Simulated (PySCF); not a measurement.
silylphosphine (H5PSi), SMILES P[SiH3]. Atoms are numbered in the order given.

```xyz
7

Si    -1.0894    -0.0065     0.0000
P      1.1620     0.1188     0.0000
H     -1.5898     0.6973     1.2093
H     -1.5898     0.6973    -1.2093
H     -1.6126    -1.3978     0.0000
H      1.3065    -0.8446     1.0343
H      1.3065    -0.8446    -1.0343
```
Charge 0, spin multiplicity 1.

Coordinates come from a PBE0-D3(BJ)/def2-TZVP optimisation.

Calculation: PBE0-D3(BJ)/def2-TZVP in PySCF.

Frequencies are harmonic and unscaled.

**Question.** Estimate the vibrational spectrum. (Estimate from the structure and the level; the computed values follow.)

**Answer.** 
```tsv
mode	ν (cm⁻¹)	IR (km/mol)	Raman (Å⁴/amu)	depolarisation	moving atoms (share of kinetic energy)
1	173	1.0	0.1	0.75	H 98 %
2	455	4.9	21.1	0.19	P 47 %, Si 45 %, H 8 %
3	460	20.2	0.4	0.75	H 96 %
4	477	11.7	4.8	0.34	H 95 %
5	721	21.5	5.8	0.58	H 86 %, P 8 %
6	781	2.7	5.7	0.75	H 91 %
7	898	262.5	1.1	0.74	H 92 %, Si 8 %
8	937	47.2	17.7	0.75	H 97 %
9	947	38.1	15.8	0.75	H 98 %
10	1090	12.4	15.7	0.75	H 97 %
11	2219	72.6	244.7	0.02	H 99 %
12	2230	87.2	114.5	0.50	H 96 %
13	2233	86.2	98.7	0.75	H 96 %
14	2404	25.5	154.5	0.09	H 97 %
15	2414	37.7	98.0	0.75	H 97 %
```
